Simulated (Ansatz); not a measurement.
Frontier orbitals of `SC[TeH]`.

Charge 0, multiplicity 1. Correlated methods include outer-core shells of Te, which these sets cover unevenly. Te takes the def2 core potential. The geometry is a stationary point of PBE0-D4/def2-TZVP. It is one conformer, not always the lowest. Basis def2-TZVPP, Ansatz.

Orbital energies of one run (eV). Highest occupied ones, from the top: -5.86, -6.58, -8.68, -9.10, -10.77, -11.16, -12.62, -16.20, -18.12, -21.75, -42.67, -42.70, -42.80, -43.02. Empty: -1.32, -0.11, 0.51, 1.11, 2.23, 2.51.

Question: Which functional gave them?
A. PBE
B. r2SCAN0
C. r2SCANh
D. ωB97X-V

Answer: C. HOMO energies: r2SCANh -5.86, r2SCAN0 -6.44, PBE -5.23, ωB97X-V -8.53 eV.
